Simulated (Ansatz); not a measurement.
`CN[BH][AlH2]` + `N=C=O` → `O=C=[N][AlH2]` + `BNC` at 700 K and 1 bar (cleavage of the Al–B bond).

Computed with Ansatz on PBE0-D4/def2-TZVP structures; ΔE is electronic, products minus reactants. CCSD(T)/CBS adds triple-zeta CCSD(T) − MP2 to the extrapolated MP2 energy (def2 sets, frozen cores). This one scheme is used for every species. One conformer a species, not always the lowest.

| species | CCSD(T)/CBS energy (Eh) | H − E (kJ/mol) | S (J/(mol·K)) |
| --- | --- | --- | --- |
| `CN[BH][AlH2]` | -363.77062 | 289.7 | 446.1 |
| `N=C=O` | -168.51995 | 89.3 | 283.6 |
| `O=C=[N][AlH2]` | -411.17628 | 123.6 | 375.3 |
| `BNC` | -121.18426 | 253.9 | 346.7 |

H − E and S are ideal-gas, rigid-rotor, harmonic terms from PBE0-D4/def2-TZVP, for one conformer and one mirror image of each species. 1 Eh = 2625.50 kJ/mol, R = 8.31446 J/(mol·K).

Question: By hand: ΔE, ΔH, ΔS and ΔG.

Answer: ΔE = (-411.17628) + (-121.18426) − (-363.77062) − (-168.51995) = -0.06997 Eh = -183.7 kJ/mol. Δ(H − E) = 123.6 + 253.9 − 289.7 − 89.3 = -1.5, so ΔH = -185.2 kJ/mol. ΔS = 375.3 + 346.7 − 446.1 − 283.6 = -7.7 J/(mol·K). ΔG = -185.2 − 700 × (-7.7)/1000 = -179.8 kJ/mol.

Question: By hand: the equilibrium constant, and the temperature at which ΔG would vanish if ΔH and ΔS stayed fixed.

Answer: log₁₀ K = −ΔG/(RT ln 10) = 13.4. ΔG = 0 at ΔH/ΔS = 24052 K, far beyond where these terms or the molecules hold.

The number of gas molecules stays the same, so ΔS is small and ΔH decides. A doubt of 5 kJ/mol in ΔE shifts log₁₀ K by 0.4 here. Other conformers and mirror images would add mixing entropy, several J/(mol·K) or more a flexible species. Modes under 60 cm⁻¹, often nearly free rotors, make the harmonic entropy too high. These are equilibria of isolated gas molecules and say nothing of rates. Largest T1 diagnostic: 0.018 (customary marks: 0.02 for closed shells, 0.045 for open ones).
